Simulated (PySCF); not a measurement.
AgI, SMILES [Ag][I] (connectivity only; charge and spin as stated), charge -1, multiplicity 2. Geometry: B3LYP-D3(BJ)/def2-TZVPD. The multiplicity is an assumed one; other spin states were not compared. The def2 effective core potentials stand for the cores of Ag, I; spin–orbit coupling is left out.

The numbers are results of B3LYP-D3(BJ)/def2-TZVPD (PySCF), not measurements.

Harmonic wavenumbers (cm⁻¹): 111. Rotational constants (GHz): 1.069 (linear); symmetry number 1.

### Question
Work out the zero-point energy and the ideal-gas rigid-rotor harmonic-oscillator thermochemistry at 298.15 K and 1 atm.

### Answer
ZPE = ½ Σ hcν = ½ × 111 cm⁻¹ = 0.66 kJ/mol. H − E(el) = 11.21 kJ/mol. Entropy in J/(mol K): translation 176.82, rotation 80.38, vibration 13.61, spin 5.76, total 276.58. G − E(el) = -71.25 kJ/mol. Cp = 37.22 J/(mol K). Modes under 150 cm⁻¹ make the vibrational entropy uncertain.
